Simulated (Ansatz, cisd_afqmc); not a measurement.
System: Te, charge 0, triplet.

Total energies in def2-QZVPPD, 6 correlated electrons, 9 frozen orbitals. UHF or UKS for unpaired electrons; spin-orbit terms are left out. Cores are frozen in correlated methods (noble-gas shells, and filled d and f shells in the p block). Past Kr the def2 sets carry scalar-relativistic core potentials. AFQMC is phaseless with a CISD trial state; ± is one standard error, without the phaseless bias. Outlying blocks are dropped, and bars are widened where a walk drifts. Over all cases where full CI ran beside it in this data, AFQMC minus full CI had a median of +0.1 mEh and passed +0.4 mEh in a tenth of the cases. Spin-orbit terms, left out, reach several kcal/mol for Br and I, and more for heavier atoms.

```json
[
 {"method": "HF", "program": "Ansatz", "energy (Eh)": "-267.00695", "minus CCSDT(Q) (mEh)": "116.69"},
 {"method": "MP2", "program": "Ansatz", "energy (Eh)": "-267.10251", "minus CCSDT(Q) (mEh)": "21.13"},
 {"method": "CCSD", "program": "Ansatz", "energy (Eh)": "-267.11873", "minus CCSDT(Q) (mEh)": "4.91"},
 {"method": "CCSD(T)", "program": "Ansatz", "energy (Eh)": "-267.12288", "minus CCSDT(Q) (mEh)": "0.77"},
 {"method": "CCSDT(Q)", "program": "Ansatz", "energy (Eh)": "-267.12364", "minus CCSDT(Q) (mEh)": "0.00"},
 {"method": "AFQMC/CISD", "program": "cisd_afqmc", "energy (Eh)": "-267.1232 ± 0.0002", "minus CCSDT(Q) (mEh)": "0.5 ± 0.2"}
]
```

Ansatz is an electronic-structure program.
